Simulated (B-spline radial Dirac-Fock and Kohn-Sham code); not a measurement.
**Binding energies of Gd¹⁰⁺**

System: gadolinium as Gd¹⁰⁺, configuration 1s2 2s2 2p6 3s2 3p6 3d10 4s2 4p6 4d10 4f5 5s2 5p1; nuclear rms radius 5.1569 fm (A = 158).

Input file task.json (cfg lists n, l and occupation; rrms is the nuclear radius in fm):

```json
{"items": [{
  "Z": 64,
  "q": 10,
  "cfg": [[1, 0, 2], [2, 0, 2], [2, 1, 6], [3, 0, 2], [3, 1, 6], [3, 2, 10], [4, 0, 2], [4, 1, 6], [4, 2, 10], [4, 3, 5], [5, 0, 2], [5, 1, 1]],
  "A": 158,
  "rrms": 5.1569,
  "do": ["binding"]
}]}
```

Launch: `python xray_run.py task.json out`

Model: Dirac-Fock ΔSCF + Breit + QED. Program: a radial B-spline solver. Correlation energy is missing from these numbers. Energies are counted from the vacuum level.

All terms are in eV, carry their sign (relaxation lowers the binding energy) and add up to the binding energy; ⟨r⟩ is the mean radius of the orbital in the initial state.

```csv
subshell,−ε (Koopmans),relaxation,Breit,self-energy,vacuum polarisation,binding energy,⟨r⟩ (bohr)
K (1s),50715.7,-71.27,-142.11,-87.89,14.37,50428.8,0.022
L1 (2s),8635.8,-38.00,-14.88,-11.81,1.80,8572.9,0.093
L2 (2p1/2),8188.6,-42.07,-24.75,0.37,0.02,8122.1,0.078
L3 (2p3/2),7490.8,-39.94,-15.74,-0.63,-0.08,7434.4,0.084
M1 (3s),2099.3,-16.96,-2.52,-2.60,0.38,2077.6,0.243
M2 (3p1/2),1905.1,-17.73,-4.36,0.06,0.00,1883.1,0.233
M3 (3p3/2),1759.1,-16.78,-2.54,-0.13,-0.02,1739.6,0.246
M4 (3d3/2),1428.9,-18.87,-1.74,0.22,-0.02,1408.5,0.218
M5 (3d5/2),1397.5,-18.50,-1.03,0.13,-0.02,1378.1,0.222
N1 (4s),579.5,-4.69,-0.52,-0.60,0.09,573.7,0.549
N2 (4p1/2),501.2,-4.58,-0.89,0.03,0.00,495.8,0.562
N3 (4p3/2),467.9,-4.14,-0.48,-0.02,-0.01,463.3,0.588
N4 (4d3/2),338.0,-3.84,-0.24,0.06,-0.01,333.9,0.617
N5 (4d5/2),331.8,-3.69,-0.10,0.04,-0.01,328.0,0.627
"N6,7 (4f)",183.2,-2.89,0.10,0.03,0.00,180.4,0.711
O1 (5s),198.9,-0.42,-0.12,-0.13,0.02,198.2,1.197
"O2,3 (5p)",172.1,-0.30,-0.13,0.00,0.00,171.7,1.318
```

For the deepest level, K (1s), the Breit terms make up -0.282 % of the binding energy, QED -0.146 % and orbital relaxation -0.141 %.

Spin-orbit splittings: 2p 687.7 eV, 3p 143.5 eV, 3d 30.41 eV, 4p 32.50 eV, 4d 5.91 eV.

Going to the tabulated ground configuration of the next ion removes an electron from O2,3 (5p), computed at 171.7 eV. NIST lists 183 ± 9 eV as the ionisation energy of this species (theoretical), +11.28 eV from the computed value. Where a p, d or f shell is open in either ion the computed value averages over both j values and all terms, while the table refers to the lowest levels; that difference holds spin-orbit splitting (largest in heavy or highly charged ions), term energies where several electrons share open shells, and correlation, and it can reach 10 % or more.
